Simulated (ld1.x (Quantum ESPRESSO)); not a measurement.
gold: one change to a TM potential, before and after

```
Element                 : gold
Generator               : ld1.x (Quantum ESPRESSO) 7.5
Type                    : norm-conserving Troullier–Martins (Kleinman–Bylander form)
Functional              : PBE
Relativity              : non-relativistic
Frozen core             : [Xe] 4f14
Valence charge          : 11
Reference configuration : 5d10 6s0.75 6p0 (charge +0.25)
Partial waves           : 6p (bound, empty): rc 3.55 bohr; 5d (bound): rc 1.45 bohr; 6s (bound): rc 2.75 bohr
Local potential         : the s channel
Core correction         : a·sin(br)/r model core inside 1.05 bohr
```

All-electron outer shells of the reference configuration (PBE, non-relativistic, ld1.x):

```tsv
shell	level (eV)	outermost node (bohr)	outermost maximum (bohr)
5p	-56.08	0.54	0.99
5d	-9.89	0.56	1.20
6s	-5.65	1.24	2.67
6p	-2.03	1.38	3.64
```

Change: all radii but the core radius scaled by about 0.80 (s 2.20, p 2.84, d 1.16 bohr).

Cutoffs: the cutoffs (Ry, on a coarse ladder) from which the occupation-weighted sum of valence levels, in a spherical-Bessel basis at the reference potential, stays within 10 and 1 mRy of its value at 400 Ry; they do not see the model core or the augmentation charge, which bear on the density cutoff. Errors are all-electron minus pseudo energies relative to the spin-unpolarised reference configuration.

Predict the effect on cutoff, ghosts and configuration errors.

The potential gets harder (45 Ry and 80 Ry → 45 Ry and 120 Ry); of the 7 tests that both files solve, the error grows in 1 and shrinks in 0 by more than 15 % and 0.3 meV (median size 126.0 → 122.6 meV); neither file shows a bound ghost. A smaller radius makes the pseudo-wave follow the all-electron one further in, where it bends more sharply, so more plane waves are needed.

| quantity | base | changed |
| --- | --- | --- |
| cutoff, loose | 45 Ry | 45 Ry |
| cutoff, tight | 80 Ry | 120 Ry |
| bound ghosts | none | none |
| error for 5d10 6s1 6p0, meV [ΔE -1.22 eV] | -0.4 | -0.4 |
| error for 5d10 6s0 6p0, meV [ΔE 6.06 eV] | -6.1 | -5.5 |
| error for 5d9 6s0 6p0, meV [ΔE 27.92 eV] | -126 | -123 |
| error for 5d10 6s0 6p1, meV [ΔE 2.23 eV] | -0.7 | -1.1 |
| error for 5d8 6s0 6p0, meV [ΔE 62.71 eV] | -629 | -616 |
| error for 5d9 6s2 6p0, meV [ΔE 3.66 eV] | -138 | -130 |
| error for 5d7 6s0 6p0, meV [ΔE 111.56 eV] | -1648 | -1621 |
